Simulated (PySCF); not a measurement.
From one molecule to another.

First species: C4H14FNSi3.
Cartesian coordinates in Å at the GFN2-xTB level; atoms count from 1:
```xyz
23
C4H14FNSi3 angstrom
F      4.386    0.408    0.660
Si     2.878    0.977    0.525
Si     1.693   -0.623   -0.611
N      0.040   -0.502   -0.151
C     -0.866   -1.625   -0.300
Si    -1.983   -1.942    1.216
C     -0.615    0.723    0.150
C     -1.555    1.351   -0.843
C     -0.244    2.005   -0.529
H      2.529    1.279    1.912
H      3.102    2.251   -0.159
H      1.887   -0.540   -2.083
H      2.069   -2.004   -0.267
H     -0.259   -2.511   -0.489
H     -1.492   -1.486   -1.192
H     -1.172   -1.941    2.434
H     -2.621   -3.245    1.019
H     -3.026   -0.918    1.318
H     -0.914    0.802    1.196
H     -1.653    0.880   -1.809
H     -2.467    1.799   -0.479
H     -0.239    2.911    0.057
H      0.516    1.977   -1.294
```

Second species: C₆H₁₃PSSi.
Geometry (GFN2-xTB, Å), atoms numbered from 1 in this order:
```
atom  x, y, z in Å
C1    -1.8108   -1.2944    0.9019
C2    -0.6437   -0.7508    0.1495
C3    -0.6424    0.3439   -0.6150
Si4   -2.1177    1.4632   -0.9625
C5     0.6734    0.6660   -1.2719
P6     1.9205   -0.2852   -0.2950
C7     2.2124    0.7466    1.1957
S8     3.5227   -0.9282   -1.1761
C9     0.6517   -1.5111    0.2540
H10   -1.5878   -1.3247    1.9689
H11   -2.6980   -0.6873    0.7459
H12   -2.0203   -2.3152    0.5817
H13   -2.6433    1.9931    0.2997
H14   -3.1600    0.7079   -1.6605
H15   -1.6494    2.5680   -1.8001
H16    0.7025    0.3092   -2.3070
H17    0.8992    1.7347   -1.2834
H18    2.7692    0.1523    1.9199
H19    1.2720    1.0830    1.6274
H20    2.8210    1.6020    0.9039
H21    0.6724   -2.3611   -0.4374
H22    0.8463   -1.8923    1.2595
```

Levels: PBE0/pcSseg-1 for HOMO energy, LUMO energy and HOMO–LUMO gap. Geometries: GFN2-xTB. Each species is one conformer at its optimised geometry, gas phase, non-relativistic unless stated; the electronic structure was computed with PySCF and density fitting.

Dipoles, sizes and rotational constants follow the conformer. The torsions of the flexible species, by atom-mapped SMILES:
- `[F:1][SiH2:2][SiH2:3][N:4]([CH2:5][SiH3:6])[CH:7]1[CH2:8][CH2:9]1`: F1–Si2–Si3–N4 153°, Si2–Si3–N4–C5 -158°, Si3–N4–C5–Si6 135°, Si3–N4–C7–C8 104°

The conformers of `CC1=C([SiH3])C[P@](C)(=S)C1` aren't listed.

Values for the first species:

| Quantity | Value |
| --- | --- |
| HOMO energy | -6.38 eV |
| LUMO energy | -0.75 eV |
| HOMO–LUMO gap | 5.63 eV |

**Question.** Estimate the same properties for the second species, and the change in each.

**Answer.** 
| property | first | second | second less first |
| --- | --- | --- | --- |
| HOMO energy | -6.38 eV | -6.34 eV | +0.04 eV |
| LUMO energy | -0.75 eV | -0.66 eV | +0.09 eV |
| HOMO–LUMO gap | 5.63 eV | 5.68 eV | +0.05 eV |

